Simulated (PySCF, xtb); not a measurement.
1-ethenylcyclopropan-1-amine (C₅H₉N), SMILES C(=C)C1(N)CC1.

xtb with GFN2-xTB at its own geometry gives an orbital gap of 4.26 eV and a dipole moment of 1.54 D.

Geometry: PBE0-D3(BJ)/def2-SVP. Other conformers were not sampled.

**Question.** What does PBE/def2-TZVP run with PySCF give? (The exact figures need the calculation; the answer reports its results.)

**Answer.** gap 4.67 eV (levels -5.20 and -0.53 eV), dipole 1.63 D.
